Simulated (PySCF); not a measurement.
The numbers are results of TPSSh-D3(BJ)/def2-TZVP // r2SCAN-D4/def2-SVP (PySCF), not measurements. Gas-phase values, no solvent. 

Reference species: [Zr(F)2(Br)2] (neutral, multiplicity 1).

HOMO: -8.39 eV
coordination number: 4

Changed species: [Zr(F)3(Br)] (1 of 4 F replaced by Br; the reference has 2 of 4 F replaced by Br).

Question: Predict the effect on the HOMO and coordination number.

Answer: the HOMO falls by 0.19 eV, to -8.58 eV; the coordination number stays essentially unchanged.
